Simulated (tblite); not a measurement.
Question: What does the GFN2-xTB structure of `C=N[SiH2][SiH2]/C=C/C#N` look like in three dimensions?

Answer: 
```
atom  x, y, z in Å
C1     1.974    1.776    0.014
N2     1.609    0.683   -0.464
Si3    1.880   -0.977   -0.127
Si4   -0.184   -1.715    0.629
C5    -1.347   -0.249    0.841
C6    -2.207    0.168   -0.092
C7    -3.002    1.317    0.072
N8    -3.642    2.259    0.218
H9     1.575    2.699   -0.399
H10    2.685    1.890    0.837
H11    2.253   -1.480   -1.449
H12    2.965   -1.311    0.812
H13   -0.827   -2.653   -0.299
H14   -0.131   -2.375    1.941
H15   -1.272    0.337    1.750
H16   -2.336   -0.360   -1.028
```

Any rigid rotation of these coordinates is as good. Atoms count from 1 in this order. Si4 (SiH2 silicon) is distorted tetrahedral (angles from 105.8° to 113.7°). N2 (C=N nitrogen) is bent (angle 136.5°). The C–N distances run from 1.148 Å (C7≡N8, drawn triple) to 1.248 Å (C1=N2, drawn double), a spread of 0.100 Å. The C–C distances run from 1.336 Å (C5=C6, drawn double) to 1.406 Å (C6–C7, drawn single), a spread of 0.070 Å.

Bonds between heavy atoms (Å): C1=N2 1.248, N2–Si3 1.715, Si3–Si4 2.319, Si4–C5 1.882, C5=C6 1.336, C6–C7 1.406, C7≡N8 1.148.

Computed geometry: GFN2-xTB, gas phase.

Point group: C1 (no symmetry element, even within 0.4 Å). Its lowest GFN2-xTB frequency is 4i cm⁻¹, too small to tell a flat minimum from a shallow saddle. One conformer, not necessarily the lowest (C1–N2–Si3–Si4 112°, N2–Si3–Si4–C5 -8°, Si3–Si4–C5–C6 94°).

Hardware: one thread of an Arm Neoverse V1, shared host with 32 logical CPUs at a one-minute load of 28. Cost: 1.4 s of wall time. That covers the optimisation of the geometry.
